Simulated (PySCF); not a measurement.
Compound: C6H11NO.
Atom-mapped SMILES: `[CH3:1][NH:2][C@@H:3]1[CH:4]=[CH:5][O:6][CH2:7][CH2:8]1` (hydrogens: H9, H10, H11 on C1; H12 on N2; H13 on C3; H14 on C4; H15 on C5; H16, H17 on C7; H18, H19 on C8)

Structure used (PBE0-D3(BJ)/def2-SVP), in Å, numbered top down from 1:
```xyz
19
C6H11NO angstrom
C     -2.4762   -0.0759   -0.1137
N     -1.1967   -0.7226    0.0416
C     -0.2336   -0.0218    0.8807
C     -0.0215    1.4071    0.4575
C      1.0746    1.7853   -0.2177
O      2.0436    0.9676   -0.6563
C      1.7595   -0.4168   -0.5390
C      1.1120   -0.7427    0.7923
H     -2.3559    0.8635   -0.6750
H     -2.9904    0.1724    0.8413
H     -3.1475   -0.7217   -0.6993
H     -1.3290   -1.6597    0.4170
H     -0.5623   -0.0003    1.9449
H     -0.7316    2.1790    0.7596
H      1.2910    2.8296   -0.4598
H      1.0635   -0.7068   -1.3461
H      2.7167   -0.9373   -0.6793
H      1.7671   -0.4226    1.6184
H      0.9768   -1.8328    0.8790
```

Theory: PySCF 2.14.0, PBE0-D3(BJ)/def2-SVP geometry optimisation, gas phase.

Take the most abundant isotopes and a rigid rotor. The values belong to one conformer with, in the numbering `[CH3:1][NH:2][C@@H:3]1[CH:4]=[CH:5][O:6][CH2:7][CH2:8]1`, C1–N2–C3–C4 -53°, N2–C3–C4–C5 -103°, C4–C5–O6–C7 9°, C5–O6–C7–C8 -43°, O6–C7–C8–C3 63°.

Q: Give the principal moments of inertia and the rotational constants in MHz.

A: Ia = 135.53, Ib = 313.52, Ic = 374.86 u·Å²; 505379 MHz·u·Å²/I gives A = 3729, B = 1612, C = 1348 MHz.

Q: What kind of rotor is it?

A: An asymmetric top; Ray's κ = -0.778.

Q: What does the inertial defect say?

A: Not planar: Δ = Ic − Ia − Ib = -74.18 u·Å². For a rigid frame Δ = −2 Σ m c², so Σ m c² = 37.09 u·Å² lies off the ab plane: 11.70 from hydrogen and 25.39 from heavier atoms. The atom farthest from that plane is 1.73 Å away.

Q: Where do the levels up to J = 4 lie, in MHz?

A: Above 0(0,0):
J = 1: 1(0,1) 2960, 1(1,1) 5077, 1(1,0) 5341
J = 2: 2(0,2) 8857, 2(1,2) 10734, 2(1,1) 11525, 2(2,1) 17876, 2(2,0) 17899
J = 3: 3(0,3) 17646, 3(1,3) 19204, 3(1,2) 20786, 3(2,2) 26756, 3(2,1) 26871, 3(3,1) 38014, 3(3,0) 38015
J = 4: 4(0,4) 29265, 4(1,4) 30475, 4(1,3) 33104, 4(2,3) 38579, 4(2,2) 38915, 4(3,2) 49897, 4(3,1) 49906, 4(4,1) 65601, 4(4,0) 65601

Q: Which lines would a microwave search look for?

A: The dipole components are |μa| = 1.22 D, |μb| = 0.90 D, |μc| = 0.73 D. The squared components, which scale the intensities, stand as 1.00 : 0.55 : 0.36 (a : b : c). Some of the stronger lines:

| type | branch | J(Ka,Kc) | MHz | lower level (cm⁻¹) |
| --- | --- | --- | --- | --- |
| b | Q | 2(1,1) ← 2(0,2) | 2668 | 0.295 |
| b | R | 3(1,2) ← 2(2,1) | 2910 | 0.596 |
| c | Q | 4(2,3) ← 4(1,3) | 5475 | 1.104 |
| a | R | 2(1,2) ← 1(1,1) | 5656 | 0.169 |
| b | R | 4(1,3) ← 3(2,2) | 6348 | 0.892 |
| c | R | 2(1,1) ← 1(0,1) | 8565 | 0.099 |
| a | R | 3(0,3) ← 2(0,2) | 8789 | 0.295 |
| a | R | 3(2,2) ← 2(2,1) | 8880 | 0.596 |
| b | R | 3(1,3) ← 2(0,2) | 10347 | 0.295 |
| b | Q | 3(3,1) ← 3(2,2) | 11258 | 0.892 |
| a | R | 4(1,3) ← 3(1,2) | 12318 | 0.693 |
| b | R | 3(2,2) ← 2(1,1) | 15231 | 0.384 |
| b | Q | 4(4,0) ← 4(3,1) | 15694 | 1.665 |
| b | R | 4(2,3) ← 3(1,2) | 17793 | 0.693 |
| b | R | 3(3,0) ← 2(2,1) | 20140 | 0.596 |
| b | R | 4(3,2) ← 3(2,1) | 23027 | 0.896 |
| c | R | 4(3,2) ← 3(2,2) | 23141 | 0.892 |
| b | R | 4(4,0) ← 3(3,1) | 27587 | 1.268 |

Q: Estimate the classical rotational partition function at 50 K, 200 K and 298.15 K.

A: Point group C1, symmetry number σ = 1; q = (√π/σ)·√((kT/h)³/(ABC)), k/h = 20836.6 MHz/K: 20900 at 50 K, 168000 at 200 K, 305000 at 298.15 K.

Whether it is a minimum is left open (no frequencies). Zero-point vibration and centrifugal distortion are left out. A rigid rotor knows nothing of inversion at nitrogen or internal rotation, which can split or shift real lines. Quadrupole hyperfine structure (14N) is left out.

The run took 82 s wall on one thread of an Arm Neoverse N1, no GPU (shared host), and the process peaked at 0.71 GiB of memory. This is the geometry optimisation.
